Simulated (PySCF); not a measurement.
A structure optimised at PBE0-D3(BJ)/def2-SVP, used in a PySCF frequency run:

```xyz
10

Br     0.0046     1.3444     0.0000
C     -0.0615    -0.5197     0.0000
C     -1.0647    -1.4080     0.0000
C     -0.1063    -2.5782     0.0000
C      1.0489    -1.5315     0.0000
H     -2.1526    -1.3267     0.0000
H     -0.1410    -3.2187    -0.8965
H     -0.1410    -3.2187     0.8965
H      1.6871    -1.5332    -0.8974
H      1.6871    -1.5332     0.8974
```
Charge 0, spin multiplicity 1.

**Question.** Write its SMILES, formula and point group.

**Answer.** BrC1=CCC1, C4H5Br, Cs

**Question.** What are its rotational constants (standard atomic weights)?

**Answer.** 12.420, 1.6525, 1.4863 GHz
